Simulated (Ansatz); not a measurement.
Ideal-gas functions of GeH$_{3}$O, SMILES `[OH][GeH2]` radical at 600 K and 1 bar, from an Ansatz frequency run at PBE0-D4/def2-TZVP.

Molar mass 91.63 g/mol, point group C1 (symmetry number 1), electronic degeneracy 2, moments of inertia 5.121, 47.572, 50.469 u Å². Harmonic wavenumbers (cm⁻¹, unscaled): 287, 612, 679, 709, 829, 925, 2029, 2108, 3893.

Use S(trans) = R[1.5 ln M + 2.5 ln T − 1.1517]; rotational temperatures θ = 24.2544 K / I; S(rot) = R[ln(√π/σ · √(T³/θAθBθC)) + 1.5]; for each mode x = 1.438777 ν̃/T, S = R[x/(eˣ − 1) − ln(1 − e⁻ˣ)] and H = RT x/(eˣ − 1); 1 cm⁻¹ = 0.0119627 kJ/mol; R = 8.31446 J/(mol·K).

Problem. By hand: the entropy, in J/(mol·K).

Solution. Translation 179.7. Rotation: θ = 4.7363, 0.5098, 0.4806 K, giving 96.4. Vibration, mode by mode: 11.58, 5.83, 5.12, 4.84, 3.85, 3.21, 0.38, 0.32, 0.01, in all 35.1. Electronic 5.8. Sum 317.0 J/(mol·K).

Problem. By hand: H − E and G − E in kJ/mol, counted from the electronic energy.

Solution. Zero-point energy ½ × 12071 × 0.0119627 = 72.2; thermal vibration 12.8; translation, rotation and pV give 4 RT = 20.0. H − E = 105.0 kJ/mol, and G − E = 105.0 − 600 × 317.0/1000 = -85.2 kJ/mol.

Vibration gives 11 % of the entropy. The sum counts one conformer and one mirror image; others add a mixing term.
